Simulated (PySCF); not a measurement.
H7NSi2, SMILES N[SiH2][SiH3]. Coordinates come from a r2SCAN-D4/def2-SVP optimisation. One conformer was computed; it need not be the lowest.

All values below come from r2SCAN-D4/def2-SVP in PySCF.

Harmonic wavenumbers (cm⁻¹): 115, 135, 152, 329, 401, 446, 507, 553, 725, 818, 832, 881, 907, 915, 935, 939, 1551, 2191, 2199, 2201, 2207, 2213, 3561, 3657. Rotational constants (GHz): 14.71, 3.143, 2.800; symmetry number 1.

Q: Work out the zero-point energy and the ideal-gas rigid-rotor harmonic-oscillator thermochemistry at 298.15 K and 1 atm.

A: ZPE = ½ Σ hcν = ½ × 29368 cm⁻¹ = 41.98 kcal/mol. H − E(el) = 46.80 kcal/mol. Entropy in cal/(mol K): translation 38.95, rotation 25.32, vibration 14.24, total 78.51. G − E(el) = 23.39 kcal/mol. Cp = 25.02 cal/(mol K). Modes under 150 cm⁻¹ make the vibrational entropy uncertain.
